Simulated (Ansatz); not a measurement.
`CCB(F)S` + H–F → `CCB(F)F` + H₂S at 400 K and 1 bar (ligand exchange at a B–S bond).

Calculated with Ansatz (gas phase, PBE0-D4/def2-TZVP geometries, no zero-point term in ΔE). CCSD(T)/CBS is the MP2 limit (def2-TZVPP, def2-QZVPP) plus CCSD(T) − MP2 in def2-TZVPP, frozen cores. This one scheme is used for every species. Each species was taken in one conformer, which may not be the lowest.

| species | CCSD(T)/CBS energy (Eh) | H − E (kJ/mol) | S (J/(mol·K)) |
| --- | --- | --- | --- |
| `CCB(F)S` | -602.17930 | 247.6 | 375.9 |
| H–F | -100.39570 | 36.5 | 182.2 |
| `CCB(F)F` | -303.63268 | 225.2 | 353.1 |
| H₂S | -398.97279 | 53.4 | 215.9 |

H − E and S are ideal-gas, rigid-rotor, harmonic terms from PBE0-D4/def2-TZVP, for one conformer and one mirror image of each species. 1 Eh = 2625.50 kJ/mol, R = 8.31446 J/(mol·K).

Question: By hand: ΔE, ΔH, ΔS and ΔG.

Answer: ΔE = (-303.63268) + (-398.97279) − (-602.17930) − (-100.39570) = -0.03047 Eh = -80.0 kJ/mol. Δ(H − E) = 225.2 + 53.4 − 247.6 − 36.5 = -5.5, so ΔH = -85.5 kJ/mol. ΔS = 353.1 + 215.9 − 375.9 − 182.2 = 10.9 J/(mol·K). ΔG = -85.5 − 400 × (10.9)/1000 = -89.9 kJ/mol.

Question: By hand: the equilibrium constant, and the temperature at which ΔG would vanish if ΔH and ΔS stayed fixed.

Answer: log₁₀ K = −ΔG/(RT ln 10) = 11.7. ΔH and −TΔS have one sign here, so there is no such temperature.

The number of gas molecules stays the same, so ΔS is small and ΔH decides. A doubt of 5 kJ/mol in ΔE shifts log₁₀ K by 0.7 here. Other conformers and mirror images would add mixing entropy, several J/(mol·K) or more a flexible species. Modes under 60 cm⁻¹, often nearly free rotors, make the harmonic entropy too high. These are equilibria of isolated gas molecules and say nothing of rates. Largest T1 diagnostic: 0.012 (customary marks: 0.02 for closed shells, 0.045 for open ones).

ΔS is within the doubt of such terms, so its sign, and with it that verdict, could turn.
